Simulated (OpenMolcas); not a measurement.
Mo5+ among 6 point charges of -1.7 e arranged as a trigonal prism (D3h), with a polar angle of 45.7° against the regular 49.1°.

| Property | Result |
| --- | --- |
| Program | OpenMolcas 26.06 |
| Method | CASSCF |
| Basis | ANO-RCC-VDZP [6s5p3d1f] |
| Scalar Hamiltonian | DKH2, point nucleus |
| Active space | 1 electron in 5 orbitals (4d) |
| State averaging | 2S+1 = 2 even, 5 roots |
| Spin-orbit coupling | RASSI with atomic mean-field integrals over the reference wave functions |

All point charges move together. At R = 1.92 Å the first state of the same spin is 9680 cm-1, and at R = 2.24 Å it is 6854 cm-1.

Q: A third run gives 8237 cm-1. What distance was it run at?

A: With a power law R^-n the two known points give n = -ln(6854 / 9680) / ln(2.24 / 1.92) = 2.24. Then R = 1.92 × (9680 / 8237)^(1/2.24) = 2.063 Å. The run was at 2.07 Å, so the estimate is off by -0.007 Å.

An orbital doublet at a regular site is open to a Jahn-Teller distortion, which this geometry leaves out. This is an electrostatic model: the charges have no orbitals. No measured value stands beside these numbers.
